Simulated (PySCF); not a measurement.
Si(H)(I)2(Me) (CH₄I₂Si), SMILES C[SiH](I)I.

Geometry optimised at B3LYP-D3(BJ)/def2-SVP. The def2 effective core potentials stand for the cores of I; spin–orbit coupling is left out.

These are HF/def2-TZVP (PySCF) values and carry that method's errors.

Symmetry labels are those of the subgroup Cs that the program uses (full group Cs).

List the valence orbital energies around the gap with their symmetry. (The exact figures need the calculation; the answer reports its results.)


```csv
orbital,symmetry,energy (eV)
HOMO−7,A",-15.95
HOMO−6,A',-13.75
HOMO−5,A',-12.65
HOMO−4,A",-12.09
HOMO−3,A',-10.57
HOMO−2,A",-10.33
HOMO−1,A',-10.31
HOMO,A",-9.97
LUMO,A',1.95
LUMO+1,A",3.00
LUMO+2,A',3.40
LUMO+3,A',4.37
```
